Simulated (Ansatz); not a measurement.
HNP (SMILES [NH+]#P) moved off its minimum; all values from Ansatz (a program for electronic structure), cores frozen in correlated methods.
(charge 1, multiplicity 1)
```xyz
3

N     -0.07868     0.00286    -0.78741
P     -0.07736    -0.18155     0.52104
H     -0.06034    -0.08402    -1.88084
```

Forces at B3LYP/def2-TZVPP (eV/Å):

```csv
atom,Fx,Fy,Fz
N1,0.095,1.219,-18.627
P2,-0.012,-1.867,15.721
H3,-0.082,0.648,2.907
```

Q: Give the forces (eV/Å), the total energy and the dipole at CCSD(T)/aug-cc-pV(T+d)Z.

A: 
```tsv
atom	Fx	Fy	Fz
N1	0.095	1.363	-19.746
P2	-0.011	-2.016	16.783
H3	-0.083	0.653	2.963
```
Energy -395.8222 hartree.
